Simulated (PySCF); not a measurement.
C2H8AlN (SMILES [CH3][Al]([CH3])[NH2]), singlet, at a GFN2-xTB geometry (such geometries of metal compounds can be far from the true shape), atoms displaced at random by about 0.03 Å a coordinate; B3LYP/STO-3G, gradient (PySCF).

Here is a job for PySCF.
```python
from pyscf import gto, scf, dft

mol = gto.Mole()
mol.atom = '''
    Al   -0.01098807    0.01296284    0.07524683
    C    -1.47160169   -1.33242043   -0.17578192
    H    -1.16993447   -2.31004151   -0.45275279
    H    -2.22509810   -0.93536563   -0.92948683
    H    -2.04424414   -1.44249492    0.74911775
    C     0.09851536    1.70697267   -0.92186761
    H     0.87232499    1.80250627   -1.70291295
    H     0.34568746    2.55028416   -0.25095446
    H    -0.85188857    2.01527887   -1.44321166
    N     1.40825153   -0.47629210    1.07619617
    H     2.23067393    0.15077397    1.30879472
    H     1.41089977   -1.36923327    1.60180333
'''
mol.basis = 'sto-3g'
mol.verbose = 4
mol.build()

mf = dft.RKS(mol)
mf.xc = 'b3lyp'
mf.kernel()
g = mf.nuc_grad_method()
grad = g.kernel()
```

Output, abridged:

```
PySCF version 2.14.0

[INPUT] verbose = 4
[INPUT] num. atoms = 12
[INPUT] num. electrons = 40
[INPUT] charge = 0
[INPUT] spin (= nelec alpha-beta = 2S) = 0
[INPUT] symmetry False subgroup None
[INPUT] Mole.unit = angstrom
[INPUT] Symbol           X                Y                Z      unit          X                Y                Z       unit  Magmom
[...]
nuclear repulsion = 151.681351292245
number of shells = 22
number of NR pGTOs = 96
number of NR cGTOs = 32
basis = sto-3g
ecp = {}

******** <class 'pyscf.dft.rks.RKS'> ********
method = RKS
initial guess = minao
damping factor = 0
level_shift factor = 0
DIIS = <class 'pyscf.scf.diis.CDIIS'>
diis_start_cycle = 1
diis_space = 8
diis_damp = 0
SCF conv_tol = 1e-09
SCF conv_tol_grad = None
SCF max_cycles = 50
direct_scf = True
direct_scf_tol = 1e-13
XC library pyscf.dft.libxc version 7.1.2
    S. Lehtola, C. Steigemann, M. J. T. Oliveira, and M. A. L. Marques,  SoftwareX 7, 1–5 (2018)
XC functionals = b3lyp
    P. J. Stephens, F. J. Devlin, C. F. Chabalowski, and M. J. Frisch,  J. Phys. Chem. 98, 11623 (1994)
radial grids:
    Treutler-Ahlrichs [JCP 102, 346 (1995); DOI:10.1063/1.469408] (M4) radial grids

becke partition: Becke, JCP 88, 2547 (1988); DOI:10.1063/1.454033
pruning grids: <function nwchem_prune>
grids dens level: 3
symmetrized grids: False
atomic radii adjust function: <function treutler_atomic_radii_adjust>
small_rho_cutoff = 0
Set gradient conv threshold to 3.16228e-05
Initial guess from minao.
tot grids = 139784
init E= -373.359709965265
[...]
cycle= 1 E= -373.550740511185  delta_E= -0.191  |g|= 0.621  |ddm|= 3.95
[...]
cycle= 2 E= -373.396628537649  delta_E= 0.154  |g|= 0.948  |ddm|= 1.99
[...]
cycle= 3 E= -373.669723009513  delta_E= -0.273  |g|= 0.132  |ddm|= 1.34
[...]
cycle= 4 E= -373.675638733113  delta_E= -0.00592  |g|= 0.0302  |ddm|= 0.232
[...]
cycle= 5 E= -373.675924124206  delta_E= -0.000285  |g|= 0.00452  |ddm|= 0.0458
[...]
cycle= 6 E= -373.675932265921  delta_E= -8.14e-06  |g|= 0.000421  |ddm|= 0.00857
[...]
cycle= 7 E= -373.675932333838  delta_E= -6.79e-08  |g|= 8.06e-05  |ddm|= 0.000854
[...]
cycle= 8 E= -373.675932335825  delta_E= -1.99e-09  |g|= 2.97e-05  |ddm|= 0.000126
[...]
cycle= 9 E= -373.6759323361  delta_E= -2.75e-10  |g|= 6.28e-06  |ddm|= 4.07e-05
[...]
Extra cycle  E= -373.675932336093  delta_E= 6.37e-12  |g|= 7.48e-06  |ddm|= 1.94e-05
converged SCF energy = -373.675932336093

******** <class 'pyscf.grad.rks.Gradients'> for <class 'pyscf.dft.rks.RKS'> ********
unit = Eh/Bohr
grid_response = False
--------------- RKS gradients ---------------
         x                y                z
0 Al    -0.0169251075     0.0188818960     0.0040968706
1 C     0.0111491690    -0.0661542164    -0.0000458157
2 H    -0.0123652028     0.0271063598     0.0129963463
3 H    -0.0202743427     0.0136117674    -0.0140985965
4 H     0.0015584367     0.0007923279    -0.0059692883
5 C     0.0129307333    -0.0094743023    -0.0004801112
6 H    -0.0005192492     0.0129895163    -0.0018292484
7 H     0.0043507516     0.0034191187    -0.0025918794
8 H    -0.0133825654     0.0097706699    -0.0122283906
9 N     0.0272161386    -0.0267142754     0.0254426463
10 H     0.0143884684     0.0174688091     0.0000927786
11 H    -0.0080802522    -0.0016733751    -0.0053563211
----------------------------------------------
```
